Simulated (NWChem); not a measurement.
System: C$_{2}$H$_{5}$BO$_{3}$; SMILES CC(=O)OBO

```xyz
11

B     -0.4046    -1.4377     0.1582
H     -1.5343    -1.3644     0.5801
O      0.3893    -0.3132    -0.0800
C     -0.1269     0.9709    -0.1368
C      0.9663     1.9910     0.0547
O     -1.2935     1.2049    -0.3411
H      0.5484     3.0095    -0.0175
H      1.7543     1.8460    -0.7113
H      1.4503     1.8446     1.0414
O      0.1508    -2.6573    -0.0492
H      1.0609    -2.5830    -0.3968
```
Atoms are numbered in this order, from 1.

Computed with NWChem. Pople sets run with spherical d functions. Geometry: optimised at PBE-D3(BJ)/def2-SVP. Vzz is the largest principal value of the second derivative of the potential at the nucleus (NWChem prints the opposite sign); η is the asymmetry. Non-relativistic.

```json
[
 {"level": "B3LYP/6-31G*", "Vzz B1 (a.u.)": "0.333", "η B1": "0.52", "Vzz O3 (a.u.)": "1.233", "η O3": "0.22", "Vzz O6 (a.u.)": "-1.666", "η O6": "0.20", "Vzz O10 (a.u.)": "1.254", "η O10": "0.11", "relative time": "1"},
 {"level": "B3LYP/def2-SVP", "Vzz B1 (a.u.)": "0.335", "η B1": "0.50", "Vzz O3 (a.u.)": "1.255", "η O3": "0.24", "Vzz O6 (a.u.)": "-1.686", "η O6": "0.26", "Vzz O10 (a.u.)": "1.287", "η O10": "0.05", "relative time": "1"},
 {"level": "PBE0/cc-pVTZ", "Vzz B1 (a.u.)": "0.375", "η B1": "0.48", "Vzz O3 (a.u.)": "1.280", "η O3": "0.23", "Vzz O6 (a.u.)": "-1.662", "η O6": "0.32", "Vzz O10 (a.u.)": "1.235", "η O10": "0.07", "relative time": "6"},
 {"level": "PBE0/6-31G*", "Vzz B1 (a.u.)": "0.330", "η B1": "0.53", "Vzz O3 (a.u.)": "1.247", "η O3": "0.20", "Vzz O6 (a.u.)": "-1.649", "η O6": "0.19", "Vzz O10 (a.u.)": "1.233", "η O10": "0.14", "relative time": "1"}
]
```

The last column is a rough cost ratio, cheapest run = 1.
